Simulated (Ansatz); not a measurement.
Consider the ligand exchange at the Si–O bond: `CC(=N)O[SiH2]O` + `N=C=O` → `O=C=N[SiH2]O` + `CC(=N)O`.

Program: Ansatz. Geometries: PBE0-D4/def2-TZVP. ΔE: electronic, gas phase. CCSD(T)/CBS adds triple-zeta CCSD(T) − MP2 to the extrapolated MP2 energy (def2 sets, frozen cores). This one scheme is used for every species. Functionals use def2-TZVPP. Each species was taken in one conformer, which may not be the lowest.

`CC(=N)O[SiH2]O`:

```xyz
13

C     0.086   -1.950    0.730
C     0.238   -0.548    0.242
N     1.294    0.155    0.195
O    -0.916   -0.022   -0.185
Si   -0.875    1.483   -0.947
O    -0.222    2.644   -0.007
H     1.030   -2.352    1.093
H    -0.293   -2.580   -0.077
H    -0.654   -1.976    1.534
H     2.102   -0.357    0.531
H    -2.296    1.822   -1.150
H    -0.159    1.291   -2.229
H     0.666    2.389    0.270
```

`N=C=O`:

Cartesian coordinates in Å:
```
N -0.327 -0.691 0.050
C -0.062 0.488 0.011
O 0.055 1.642 -0.005
H 0.334 -1.439 -0.056
```

`O=C=N[SiH2]O`:

Cartesian coordinates in Å:
```
O 0.973 -0.009 3.058
C 0.473 -0.040 2.008
N -0.077 -0.049 0.947
Si -0.372 -0.335 -0.714
O 0.492 0.676 -1.663
H 0.077 -1.698 -1.058
H -1.829 -0.152 -0.905
H 0.264 1.607 -1.673
```

`CC(=N)O`:

Cartesian coordinates in Å:
```
C -0.343 0.659 0.731
C 0.120 -0.252 -0.357
N 0.834 -1.291 -0.279
O -0.325 0.155 -1.560
H 0.015 1.673 0.542
H -1.434 0.698 0.742
H 0.016 0.324 1.702
H 1.101 -1.485 0.680
H 0.016 -0.483 -2.201
```

| level | ΔE (kcal/mol) |
| --- | --- |
| r2SCAN-D4 | 2.4 |
| PBE0-D4 | 1.6 |
| ωB97X-V | 2.2 |
| PBE | 1.1 |
| r2SCAN | 2.1 |
| MP2/def2-QZVPP | 1.9 |
| HF/CBS(def2) | -1.0 |
| MP2/CBS(def2) | 1.8 |

(1) What does CCSD(T)/CBS give? (Estimate.)

Largest T1 diagnostic among the species: 0.018.

## Answers

(1) Ansatz gave: +2.3 kcal/mol. The listed levels differ from it by 0.1, -0.7, -0.1, -1.2, -0.2, -0.4, -3.3, -0.5 kcal/mol.

In def2-TZVPP, CCSD(T) changes the Hartree–Fock value by +3.7 kcal/mol (the triples alone add +0.7 kcal/mol) and MP2 by +3.2 kcal/mol. The D4 term adds +1.6 kcal/mol with B3LYP and +0.9 kcal/mol with PBE0; it sums over pairs of atoms, weighted by their polarisabilities, and B3LYP, whose exchange is more repulsive, gets the larger term.

B3LYP here is the variant with VWN-RPA as its local correlation; programs differ in this.
